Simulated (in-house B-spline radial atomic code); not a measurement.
Inner levels of indium as electrons are removed. A shift is the extra binding of the orbital against the neutral atom ([Kr] 4d10 5s2 5p1). Computed with an all-electron radial atomic-structure program (B-spline basis): non-relativistic Hartree-Fock, average of the configuration, point nuclei.

This level leaves out relativity, spin-orbit splitting included, which matters for heavy ions.

| ion | configuration | shift of 1s (eV) | radius of 1s (bohr) | Σ<r²> (bohr²) | change of density at nucleus (bohr⁻³) |
| --- | --- | --- | --- | --- | --- |
| In36+ | [Ne] 3s2 3p1 | 2118.91 | 0.031028 | 0.46907 | 535.51 |
| In37+ | [Ne] 3s2 | 2235.16 | 0.031023 | 0.36063 | 599.81 |
| In38+ | [Ne] 3s1 | 2344.42 | 0.031022 | 0.24584 | -359.95 |
| In39+ | [He] 2s2 2p6 | 2455.08 | 0.03102 | 0.13386 | -1349.76 |
| In40+ | [He] 2s2 2p5 | 2730.95 | 0.030996 | 0.11672 | -1173.78 |
| In41+ | [He] 2s2 2p4 | 3010.97 | 0.030971 | 0.1002 | -994.33 |
| In42+ | [He] 2s2 2p3 | 3295.15 | 0.030946 | 0.084273 | -811.38 |
| In43+ | [He] 2s2 2p2 | ? | ? | ? | ? |
| In44+ | [He] 2s2 2p1 | ? | ? | ? | ? |
| In45+ | [He] 2s2 | 4172.4 | 0.030865 | 0.039813 | -241.44 |
| In46+ | [He] 2s1 | ? | ? | ? | ? |
| In47+ | 1s2 | 4686.92 | 0.030848 | 0.0025401 | -8803.82 |
| In48+ | 1s1 | 5515.74 | 0.030612 | 0.0012495 | -45237.3 |

Task: Fill in the row of In43+.

Result: shift of 1s (eV): 3583.45; radius of 1s (bohr): 0.03092; Σ<r²> (bohr²): 0.068917; change of density at nucleus (bohr⁻³): -624.92.

Task: Fill in the row of In44+.

Result: shift of 1s (eV): 3875.87; radius of 1s (bohr): 0.030893; Σ<r²> (bohr²): 0.054104; change of density at nucleus (bohr⁻³): -434.94.

Task: Fill in the row of In46+.

Result: shift of 1s (eV): 4428.37; radius of 1s (bohr): 0.030862; Σ<r²> (bohr²): 0.020957; change of density at nucleus (bohr⁻³): -4466.53.
